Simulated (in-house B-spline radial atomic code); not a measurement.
**Kr⁵⁺: [Ar] (3d3/2)3 (3d5/2)6 4s2 (4p3/2)1 6s1 (an excited or competing configuration)**

All numbers are computed (Dirac-Hartree-Fock, average of the jj configuration; Fermi nucleus of rms radius 4.1884 fm) with an all-electron radial atomic-structure program (B-spline basis), not measured.

Effective charges: Z_r = [3n² - l(l+1)]/(2<r>) from the radius, Z_e = n√(-2ε) from the energy, and Slater's rules. Values are occupation-weighted means over j. An effective charge above Z reflects the relativistic contraction of the inner shells.

| shell | electrons | ε (eV) | <r> (bohr) | Z_r | Z_e | Slater |
| --- | --- | --- | --- | --- | --- | --- |
| 1s | 2 | -14522 | 0.04147 | 36.17 | 32.67 | 35.70 |
| 2s | 2 | -2069.4 | 0.1826 | 32.86 | 24.67 | 31.85 |
| 2p | 6 | -1837 | 0.1599 | 31.26 | 23.24 | 31.85 |
| 3s | 2 | -406.09 | 0.5211 | 25.91 | 16.39 | 24.75 |
| 3p | 6 | -328.49 | 0.5306 | 23.56 | 14.74 | 24.75 |
| 3d | 9 | -203.18 | 0.5317 | 19.75 | 11.59 | 15.20 |
| 4s | 2 | -106.43 | 1.347 | 17.81 | 11.19 | 10.85 |
| 4p | 1 | -88.935 | 1.472 | 15.63 | 10.23 | 10.85 |
| 6s | 1 | -26.026 | 4.758 | 11.35 | 8.30 | 6.00 |

The least bound orbital is 6s1/2 at -26.03 eV, and it is also the most diffuse (<r> = 4.758 bohr). The part-filled 3d shell lies below the filled 4s shell in orbital energy.

For the 1s electron the small component carries 1.71 % of the norm, the zero-frequency Breit interaction raises the level by 23.61 eV, self-energy by 12.52 eV, and vacuum polarisation lowers it by 1.302 eV.
